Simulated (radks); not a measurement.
The numbers below are computed, except where a source is named.
Question: Species: Ru III. Configuration: [Kr] 4d5.5 5p0.5 (fractional occupations, a model configuration). Code: a radial shooting solver on a logarithmic mesh with Libxc functionals. Model: Dirac Kohn-Sham, PBE, spin-unpolarised, spherical densities, point nucleus; open shells are shared between the two j in proportion to 2j + 1. Some entries of the table are withheld. Estimate them.

orbital      occ.  eigenvalue (eV)  r(max) (bohr)
1s1/2           2        -21949.46        0.02171
2s1/2           2        -3175.268         0.1230
2p1/2           2        -2935.674            (1)
2p3/2           4        -2804.753            (2)
3s1/2           2        -578.4435         0.3618
3p1/2           2        -485.5156         0.3486
3p3/2           4        -463.2986         0.3581
3d3/2           4        -298.8841         0.2995
3d5/2           6        -294.5552         0.3023
4s1/2           2         -99.2560         0.9135
4p1/2           2              (3)            (4)
4p3/2           4              (5)            (6)
4d3/2         2.2         -26.6096          1.176
4d5/2         3.3         -26.2205          1.186
5p1/2    0.166667         -14.6654          2.810
5p3/2    0.333333         -14.2965          2.881

Answer: 
(1) 2p1/2 r(max) (bohr): 0.09548
(2) 2p3/2 r(max) (bohr): 0.09947
(3) 4p1/2 eigenvalue (eV): -71.4362
(4) 4p1/2 r(max) (bohr): 0.9638
(5) 4p3/2 eigenvalue (eV): -67.9869
(6) 4p3/2 r(max) (bohr): 0.9881
